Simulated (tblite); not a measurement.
Compound: Me2Si(SMe)2, C4H12S2Si.
Cartesian coordinates in Å at the GFN2-xTB level; atoms count from 1:
```xyz
19
C4H12S2Si angstrom
C     -2.2109   -1.4580    0.1149
S     -1.1271   -0.6777   -1.1235
Si     0.0461    0.6281    0.1572
C     -1.0410    1.8327    1.1404
C      1.2843    1.4832   -0.9984
S      1.0308   -0.6053    1.6503
C      1.9754   -1.7286    0.5706
H     -1.6179   -1.7905    0.9615
H     -2.6808   -2.3065   -0.3706
H     -2.9661   -0.7465    0.4329
H     -0.4277    2.5514    1.6738
H     -1.6460    1.3104    1.8757
H     -1.7059    2.3808    0.4802
H      1.7968    0.7660   -1.6329
H      0.7741    2.1870   -1.6477
H      2.0311    2.0288   -0.4301
H      2.8219   -1.1955    0.1494
H      1.3302   -2.1057   -0.2173
H      2.3229   -2.5448    1.1950
```

Level: GFN2-xTB in tblite, geometry and Hessian alike; calculated harmonic values, unscaled, isolated species. Errors from tens to a few hundred cm⁻¹ against measured bands are possible. One conformer, not necessarily the lowest.

Harmonic wavenumbers (cm⁻¹): 43.2, 50.5, 79.9, 84.3, 104.8, 125.7, 129.6, 132.4, 139.8, 163.5, 172.0, 234.4, 234.7, 411.5, 499.6, 704.9, 720.7, 724.5, 761.0, 799.4, 826.9, 842.8, 846.3, 950.2, 951.9, 959.0, 962.4, 1321.5, 1321.9, 1364.4, 1366.7, 1447.0, 1451.1, 1456.4, 1457.2, 1467.3, 1467.8, 1473.5, 1474.1, 3026.0, 3028.1, 3035.7, 3037.6, 3039.0, 3042.6, 3044.3, 3045.5, 3051.9, 3052.5, 3057.7, 3060.0.

A = 1489, B = 1183, C = 1001 MHz; mass 152.015 u (most abundant isotopes); point group C2, symmetry number 2.

What is the zero-point energy?

½Σν̃ = 33123 cm⁻¹ = 94.70 kcal/mol.

Entropy at 298.15 K, 1 bar (ideal gas, RRHO, classical rotation)?

Translation 40.99, rotation 28.21, vibration 45.31: S = 114.5 cal/(mol K).

And Cp and H(298.15 K) − H(0)?

Cp = 43.94 cal/(mol K), of which vibrations give 35.99 (their classical limit is 51 R = 101.3); H(298.15 K) − H(0) = 8.87 kcal/mol without the zero-point energy, 6.50 from vibrations.

What must be added to the electronic energy to get the Gibbs energy at 298.15 K and 1 bar?

ZPE + [H(298.15 K) − H(0)] − T·S = 94.70 + 8.87 − 34.14 = 69.43 kcal/mol.

Which modes carry the vibrational entropy at 298.15 K?

43.2 cm⁻¹: 5.11; 50.5 cm⁻¹: 4.80; 79.9 cm⁻¹: 3.89; 84.3 cm⁻¹: 3.79; 104.8 cm⁻¹: 3.36; 125.7 cm⁻¹: 3.01 cal/(mol K); the other 45 give 21.35 together.

Blend soft modes into free rotors: weight 1/[1 + (100 cm⁻¹/ν̃)⁴] for the oscillator and the rest for a rotor with moment μB/(μ + B), μ = h/(8π²ν), B = 10⁻⁴⁴ kg m². What vibrational entropy results?

41.06 cal/(mol K) in place of 45.31, which changes −T·S at 298.15 K by +1.27 kcal/mol.

Hindered rotation and anharmonicity are outside this model. Other conformers, if any are populated, would add a mixing term that is left out. The structure is chiral; the term R ln 2 for an equal mix with its mirror image is left out.
